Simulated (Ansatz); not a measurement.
```yaml
crystal:
  periodic: [false, false, false]
  atoms:
    - {symbol: O, position_ang: [-1.743258, 0.496744, 1.442338]}
    - {symbol: In, position_ang: [-0.108999, -0.485342, 0.852964]}
    - {symbol: O, position_ang: [1.654380, 0.025280, 1.635682]}
    - {symbol: O, position_ang: [-0.315686, -2.300125, 0.048534]}
    - {symbol: P, position_ang: [0.215063, 0.868337, -1.543088]}
    - {symbol: H, position_ang: [-1.559690, 1.081017, 2.181672]}
    - {symbol: H, position_ang: [2.254907, -0.722422, 1.678320]}
    - {symbol: H, position_ang: [-1.215655, -2.624470, 0.128610]}
    - {symbol: H, position_ang: [0.502231, 2.248067, -1.517706]}
    - {symbol: H, position_ang: [1.235866, 0.460196, -2.425204]}
    - {symbol: H, position_ang: [-0.853859, 0.895815, -2.461424]}
basis:
  gaussian: {orbitals: def2-SVPD}
total_charge: 1
magnetization: {spin_polarized: false, initial_magnetization: 1}
hamiltonian: {xc: {name: r2SCAN50}}
output: {forces: true}
```

```sh
$ ansatz run in.yaml --threads 8 --pin off --events-out ev --progress --plain --max-ram 20889MiB
```

Output, abridged:

```
Functional definition: r2SCAN50
1781 factors; integrals over basis functions are off by at most 1.1e-3 eV
mean field evaluation 1: about -20656.4927 eV, gradient 1.0e2 eV
mean field evaluation 2: about -20656.6468 eV, gradient 1.0e2 eV
mean field evaluation 4: about -20676.5797 eV, gradient 1.9e1 eV
mean field evaluation 8: about -20676.5797 eV, gradient 1.9e1 eV
mean field evaluation 16: about -20679.1838 eV, gradient 2.2e-1 eV
mean field evaluation 32: about -20679.1048 eV, gradient 1.3e0 eV
mean field evaluation 64: about -20670.2972 eV, gradient 5.7e0 eV
mean field evaluation 96: about -20679.1914 eV, gradient 1.3e-3 eV
mean field -20679.19234516 eV, -759.9463018246 hartree, gradient 1.2e-5 eV, S^2 0.750000; 6 other end points of the search recorded, 0 dependent functions left out
reference -20679.19236271 eV, -759.9463024694 hartree; 33, 32 occupied and 140, 141 virtual orbitals, 1781 factors
Total energy: -20679.19236271 eV, -759.9463024694 hartree
Atom 0 at    -1.743258     0.496744     1.442338 Å, force     0.523438    -0.538504    -0.103552 eV/Å
Atom 1 at    -0.108999    -0.485342     0.852964 Å, force     0.856794     4.909559     1.551728 eV/Å
Atom 2 at     1.654380     0.025280     1.635682 Å, force    -0.406026    -1.165467    -0.410252 eV/Å
Atom 3 at    -0.315686    -2.300125     0.048534 Å, force    -0.104203    -2.266966    -1.084642 eV/Å
Atom 4 at     0.215063     0.868337    -1.543088 Å, force    -0.022207    -0.063676    -0.584304 eV/Å
Atom 5 at    -1.559690     1.081017     2.181672 Å, force    -0.157380    -0.255274    -0.210755 eV/Å
Atom 6 at     2.254907    -0.722422     1.678320 Å, force     0.076043     0.497993     0.166356 eV/Å
Atom 7 at    -1.215655    -2.624470     0.128610 Å, force    -0.671015    -0.733003    -0.154171 eV/Å
Atom 8 at     0.502231     2.248067    -1.517706 Å, force    -0.041900    -0.149298     0.438801 eV/Å
Atom 9 at     1.235866     0.460196    -2.425204 Å, force    -0.021199    -0.123564     0.199116 eV/Å
Atom 10 at    -0.853859     0.895815    -2.461424 Å, force    -0.032346    -0.111800     0.191675 eV/Å
Dipole moment:    -0.093703    -0.744377    -1.019833 e Å
```

It took 97 s on 8 threads of an AMD EPYC on a shared host, with 0.85 GiB of host memory at the peak.
